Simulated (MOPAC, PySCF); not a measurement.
[Zn(SH)2], neutral singlet in the gas phase. 

Cartesian coordinates (Å):
```xyz
5

Zn     0.0060     0.1673    -0.0107
S     -2.0832    -0.1310     0.4667
H     -1.9962     0.6372     1.5780
S      2.0902     0.4690    -0.5074
H      2.4730    -0.6253     0.1914
```
Charge 0, multiplicity 1.

All levels are single points at this geometry (r2SCAN-D4/def2-SVP); Pople sets use spherical d functions. Orbital energies aren't observables, and empty levels follow the basis.

TPSSh-D3(BJ)/def2-TZVP in PySCF gives gap (eV) = 5.57.

### Question
Estimate the gap (eV) from each of these levels: B3LYP-D3(BJ)/def2-TZVP in PySCF; B3LYP/6-31G* (LANL2DZ on Zn) in PySCF; BP86/6-31G* (LANL2DZ on Zn) in PySCF; PBE/6-31G* (LANL2DZ on Zn) in PySCF; SVWN5/6-31G* (LANL2DZ on Zn) in PySCF; HF/6-31G* (LANL2DZ on Zn) in PySCF; AM1 in MOPAC; PM6 in MOPAC.

### Answer

```tsv
level	gap (eV)
B3LYP-D3(BJ)/def2-TZVP in PySCF	5.99
B3LYP/6-31G* (LANL2DZ on Zn) in PySCF	5.77
BP86/6-31G* (LANL2DZ on Zn) in PySCF	4.31
PBE/6-31G* (LANL2DZ on Zn) in PySCF	4.31
SVWN5/6-31G* (LANL2DZ on Zn) in PySCF	4.19
HF/6-31G* (LANL2DZ on Zn) in PySCF	11.87
AM1 in MOPAC	8.89
PM6 in MOPAC	8.67
```
